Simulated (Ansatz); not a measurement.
Program: Ansatz. Geometries: PBE0-D4/def2-TZVP. ΔE: electronic, gas phase. CBS: MP2 limit from def2 TZ/QZ plus the TZ coupled-cluster correction, frozen cores. This one scheme is used for every species. For Ge outer-core shells are correlated without core-valence functions, which leaves a few kJ/mol of doubt a bond. Scalar relativity is left out up to krypton. Each species was taken in one conformer, which may not be the lowest.

Reaction (germylene formation by 1,1-elimination): `[SH][Ge]([SH])([SH])[Cl]` → `[SH][Ge][Cl]` + `SS`

```tsv
species	CCSD/CBS(def2) energy (Eh)
`[SH][Ge]([SH])([SH])[Cl]`	-3731.09917
`[SH][Ge][Cl]`	-2934.29966
`SS`	-796.72788
```

Question: Work out ΔE.

Answer: ΔE = (-2934.29966) + (-796.72788) − (-3731.09917) = 0.07163 Eh = +188.1 kJ/mol. CCSD(T)/CBS gives +191.4 kJ/mol.

Largest T1 diagnostic among the species: 0.014.

In def2-TZVPP, CCSD(T) changes the Hartree–Fock value by +27.8 kJ/mol (the triples alone add +3.3 kJ/mol) and MP2 by +49.4 kJ/mol. From BLYP to BHLYP (50 % exact exchange), in def2-TZVPP and without D4, ΔE moves by +53.5 kJ/mol. The D4 term adds +24.4 kJ/mol with B3LYP and +13.8 kJ/mol with PBE0; it sums over pairs of atoms, weighted by their polarisabilities, and B3LYP, whose exchange is more repulsive, gets the larger term.

B3LYP here is the variant with VWN-RPA as its local correlation; programs differ in this.
